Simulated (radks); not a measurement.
Radial electron density D(r) = 4 pi r^2 rho(r) of an atom or ion with 49 electrons. All-electron calculation, scalar-relativistic Kohn-Sham, PBE, spin-polarised, spherical densities, finite nucleus; Fermi nuclear charge, rms radius of each element as measured or else 0.836 A^(1/3) + 0.57 fm. Program: a radial shooting solver on a logarithmic mesh with Libxc functionals.

```
   r/bohr * D(r) (the largest magnitude, 84.4, reaches the edge; | marks zero)
0.0009812 |*
 0.001151 |*
 0.001362 | *
 0.001598 | *
 0.001876 |  *
 0.002219 |   *
 0.002604 |     *
 0.003056 |      *
 0.003615 |        *
 0.004242 |           *
 0.004978 |             *
 0.005842 |                 *
  0.00691 |                     *
 0.008109 |                         *
 0.009517 |                             *
  0.01126 |                                  *
  0.01321 |                                     *
   0.0155 |                                        *
  0.01834 |                                          *
  0.02152 |                                          *
  0.02526 |                                         *
  0.02988 |                                      *
  0.03506 |                                     *
  0.04114 |                                    *
  0.04867 |                                       *
  0.05711 |                                           *
  0.06702 |                                                 *
  0.07928 |                                                     *
  0.09304 |                                                      *
   0.1092 |                                                  *
   0.1292 |                                            *
   0.1516 |                                       *
   0.1779 |                                      *
   0.2087 |                                         *
   0.2469 |                                             *
   0.2898 |                                           *
     0.34 |                                   *
   0.4022 |                       *
    0.472 |               *
   0.5539 |             *
   0.6553 |               *
    0.769 |               *
   0.9024 |              *
    1.067 |          *
    1.253 |      *
     1.47 |   *
    1.739 | *
    2.041 |*
    2.395 |*
    2.833 *
    3.324 *
    3.901 *
    4.615 *
    5.416 *
    6.355 *
    7.458 *
    8.822 *
    10.35 *
    12.15 *
    14.37 *
    16.87 *
    19.79 *
```

What is the nuclear charge?

Answer. Z = 51. The innermost maximum, from 1s, lies near gamma/Z bohr with gamma = sqrt(1 - (Z/c)^2) = 0.928, here 0.0182 bohr (found: 0.0199), and its height grows with Z. The density is that of the antimony ion Sb2+ in [Kr] 4d10 5s2 5f1; the configuration itself is not fixed sharply by these data, and Z only to a few units. D(r) has 5 maxima, at r = 0.0199, 0.0880, 0.257, 0.751, 9.26 bohr, and minima at 0.0389, 0.168, 0.550, 5.33 bohr, inside which lie 1.99, 11.17, 28.99, 48.20 electrons.
